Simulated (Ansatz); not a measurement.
Computed with Ansatz on PBE0-D4/def2-TZVP structures; ΔE is electronic, products minus reactants. CCSD(T)/CBS adds triple-zeta CCSD(T) − MP2 to the extrapolated MP2 energy (def2 sets, frozen cores). This one scheme is used for every species. Functionals use def2-TZVPP. For Ge outer-core shells are correlated without core-valence functions, which leaves a few kJ/mol of doubt a bond. Scalar relativity is left out up to krypton. One conformer a species, not always the lowest.

Consider the ligand exchange at a Ge–F bond: `C[CH2][Ge][F]` + CH₃OH → `C[CH2][Ge][O]C` + H–F.

```json
{"level": "r2SCAN-D4", "ΔE (kcal/mol)": "5.3"}
{"level": "B97M-V", "ΔE (kcal/mol)": "6.6"}
{"level": "PBE0-D4", "ΔE (kcal/mol)": "5.1"}
{"level": "PBE-QIDH", "ΔE (kcal/mol)": "4.5"}
{"level": "MP2/def2-SVP", "ΔE (kcal/mol)": "4.0"}
{"level": "MP2/def2-TZVPP", "ΔE (kcal/mol)": "2.2"}
{"level": "SCS-MP2/def2-TZVPP", "ΔE (kcal/mol)": "3.9"}
{"level": "HF/def2-QZVPP", "ΔE (kcal/mol)": "9.9"}
```

What does CCSD(T)/CBS give? (An estimate is asked.)

Ansatz gave: +3.7 kcal/mol. The listed levels differ from it by 1.6, 2.9, 1.4, 0.8, 0.3, -1.5, 0.2, 6.2 kcal/mol.

Largest T1 diagnostic among the species: 0.014.

The D4 term adds −2.1 kcal/mol with B3LYP and −1.2 kcal/mol with PBE0; it sums over pairs of atoms, weighted by their polarisabilities, and B3LYP, whose exchange is more repulsive, gets the larger term. Leaving LDA and LC-ωPBE aside and taking each functional with its dispersion term where it has one, the values, not all of them listed here, spread over 2.4 kcal/mol, from revPBE-D4 to ωB97X-V. LDA lies −2.9 kcal/mol from PBE without D4. At CCSD(T), def2-SVP lies +1.2 kcal/mol from the extrapolated value and def2-TZVPP −0.2 kcal/mol.

B3LYP here is the variant with VWN-RPA as its local correlation; programs differ in this.
